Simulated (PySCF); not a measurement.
Basis and Hamiltonian dependence of the excitation energy of Ti²⁺

Ti²⁺ [Ar] 3d2 (3F) → Ti²⁺ [Ar] 3d1 4s1, s spin flipped. Calculated with PySCF 2.14 from differences of total energies of unrestricted determinants, without spin-orbit coupling. Values in eV.

```
                                                              basis       Hamiltonian  functions    UHF    PBE   PBE0  MP2 (valence)
                                                       ANO-RCC-VTZP     spin-free X2C         59  4.850  5.207  5.264          4.841
                                                     aug-cc-pVTZ-DK     spin-free X2C         93  4.802  5.185  5.231          4.785
                                                        aug-cc-pVTZ  non-relativistic         93  5.070  5.452  5.499          5.056
                                                        def2-QZVPPD  non-relativistic         93  5.094  5.499  5.540          5.086
                                                         dyall-av2z  non-relativistic        101  5.151  5.597  5.636          5.150
aug-cc-pVTZ with one added diffuse shell each of s, p, d, f, g type  non-relativistic        118  5.070  5.451  5.499          5.056
                                                      aug-cc-pwCVTZ  non-relativistic        127  5.076  5.450  5.498          5.069
```

Frozen in the all-electron rows: valence: [Ar].

In the upper determinant the s electron has its spin opposite to the other open shell, which mixes two multiplicities. Non-relativistic rows lack the scalar-relativistic shift.
